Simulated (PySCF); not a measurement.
Compound: C₆H₅Cl₂F₃.
SMILES with atom numbers: `[F:1][C:2]([F:3])([F:4])[C@H:5]1[CH2:6][CH2:7][C:8]([Cl:9])=[C:10]1[Cl:11]`

Structure used (PBE0-D3(BJ)/def2-SVP), in Å, numbered top down from 1:
```xyz
16
C6H5Cl2F3 angstrom
F      3.855    1.888    0.177
C      3.033    0.858   -0.011
F      3.785   -0.218   -0.269
F      2.395    0.630    1.141
C      2.056    1.109   -1.150
C      1.070   -0.063   -1.330
C     -0.208    0.341   -0.580
C     -0.097    1.834   -0.542
Cl    -1.406    2.826   -0.077
C      1.132    2.263   -0.866
Cl     1.659    3.887   -0.899
H      2.674    1.284   -2.044
H      1.492   -1.019   -0.991
H      0.849   -0.162   -2.402
H     -0.241   -0.059    0.448
H     -1.126    0.009   -1.088
```

Probes without a nucleus sit at each ring's centroid and 1 Å off its mean plane on both sides; NICS is minus the shielding there, NICSzz its component along the normal. Level: GIAO CAM-B3LYP/pcSseg-2 (PySCF, non-relativistic, gas phase) on the PBE0-D3(BJ)/def2-SVP geometry, one conformer.

Ring bond lengths (Å): C5–C6 1.542, C6–C7 1.536, C7–C8 1.498, C8–C10 1.342, C10–C5 1.506.

Give the NICS values of each ring in ppm.

```csv
ring,type,NICS(0),"NICS(1), two faces","NICS(1)zz, two faces",rms pucker (Å),"centre to ring atoms, mean (Å)"
C5–C6–C7–C8–C10,"5-membered carbocycle; formal bonds 1 double, 4 single",-4.2,-3.1 / -2.1,-1.7 / -2.1,0.11,1.25
```

What can be read from them?

- C5–C6–C7–C8–C10: mean NICS(1)zz -1.9 ppm, near zero. C5, C6, C7 have four or more neighbours, so the value isn't read as a sign of a π ring current.

Give the inner angles of the rings.

- C5–C6–C7–C8–C10: C5 102.3°, C6 106.0°, C7 102.3°, C8 112.4°, C10 111.3°; sum 534.2° against 540° for a flat convex ring.

How do the values depend on the level or the medium?

| level | NICS(0), C5–C6–C7–C8–C10 | mean NICS(1)zz, C5–C6–C7–C8–C10 |
| --- | --- | --- |
| CAM-B3LYP/pcSseg-2, gas | -4.2 | -1.9 |
| PBE0/pcSseg-1, gas | -4.3 | -2.2 |

The geometry is the same throughout.

The run took 2.2 min wall, 4.7 min CPU on Intel Xeon Platinum 8488C, 2 threads, shared host with 96 logical CPUs at a one-minute load of 19, and the process peaked at 3.7 GiB of memory. This is the whole shielding run at CAM-B3LYP/pcSseg-2, SCF included.
